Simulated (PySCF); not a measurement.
Bonds: Si1-N2 1.731 Å, Si1-N5 1.732 Å, Si1-N8 1.731 Å, Si1-N11 1.731 Å. N2 carries H3, H4; N5 carries H6, H7; N8 carries H9, H10; N11 carries H12, H13.

Geometry: PBE0-D3(BJ)/def2-SVP; GIAO absolute shieldings from PySCF, gas phase, non-relativistic, averaged over equivalent atoms.

At KT2/pcSseg-1 (132 basis functions, 34 s wall time on 1 thread of an Intel Xeon, shared host):
```tsv
atoms	σ (ppm)
Si1	399.8
N2/N5/N8/N11	237.0
H3/H4/H6/H7/H9/H10/H12/H13	31.04
```

Question: Predict the values at PBE0/pcSseg-1 on the same geometry.

Answer: 
| atoms | σ at PBE0/pcSseg-1 | change |
| --- | --- | --- |
| Si1 | 391.1 | -8.7 |
| N2/N5/N8/N11 | 239.1 | +2.1 |
| H3/H4/H6/H7/H9/H10/H12/H13 | 31.08 | +0.04 |

The largest change is at Si1 (silicon bonded to 4 N). Cost: 132 basis functions, 42 s wall time on 1 thread of an Intel Xeon, shared host.
